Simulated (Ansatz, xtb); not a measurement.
## Two isomers of C6H4FN

We compare a, `C#Cc1c[nH]c(F)c1`, a singlet, with b, `C#Cc1ccc(F)[nH]1`, a singlet. Both are isolated molecules in the gas phase, relaxed with B3LYP/def2-SVP.

Quicker runs give these differences E(b) − E(a): GFN2-xTB −1.30 kcal/mol; HF/STO-3G −0.55 kcal/mol (at GFN2-xTB geometries); r2SCAN-D4/def2-SVP −1.54 kcal/mol (at GFN2-xTB geometries).

Question: Estimate E(b) − E(a) at the level CCSD(T)/def2-SVP + ΔMP2/def2-TZVPP.

Answer: CCSD(T)/def2-SVP + ΔMP2/def2-TZVPP gives E(b) − E(a) = −0.49 kcal/mol, slightly favouring structure b, which is too small a margin to settle the true order.

How the difference moves with the method:

| level | geometry | E(b) − E(a) (kcal/mol) | departure from the last row (kcal/mol) | job, with rough time for the two |
| --- | --- | --- | --- | --- |
| GFN2-xTB | GFN2-xTB | −1.30 | −0.81 | optimisation, 0.18 s |
| HF/STO-3G | GFN2-xTB | −0.55 | −0.06 | single point, 0.56 s |
| r2SCAN-D4/def2-SVP | GFN2-xTB | −1.54 | −1.06 | single point, 4.2 s |
| B3LYP/def2-SVP | B3LYP/def2-SVP | −1.38 | −0.89 | optimisation, 43 s |
| HF/def2-SVP | B3LYP/def2-SVP | −0.19 | +0.29 | part of the CCSD(T) run |
| MP2/def2-SVP | B3LYP/def2-SVP | −0.59 | −0.10 | part of the CCSD(T) run |
| CCSD(T)/def2-SVP | B3LYP/def2-SVP | −0.25 | +0.23 | single point |
| CCSD(T)/def2-SVP + ΔMP2/def2-TZVPP | B3LYP/def2-SVP | −0.49 |  | single point, 80 s |

As drawn, both hold the same kinds of bond in the same numbers.

The largest departure from CCSD(T)/def2-SVP + ΔMP2/def2-TZVPP is that of r2SCAN-D4/def2-SVP, 1.06 kcal/mol. The last row adds to CCSD(T) the change of the MP2 difference between the two basis sets, here −0.23 kcal/mol.

With thermal terms from frequencies at re-optimised GFN2-xTB minima (ideal gas, soft modes damped towards free rotors, one conformer each, 298.15 K, 1 atm): the zero-point term adds +0.04 kcal/mol; ΔH is −0.45 and ΔG −0.46 kcal/mol.

The correlated steps freeze 8 core orbitals. Codes used: Ansatz 0.2.0, xtb 6.7.1; the last row on 2 threads of Intel(R) Xeon(R) Platinum 8488C (Sapphire Rapids) on a shared host.
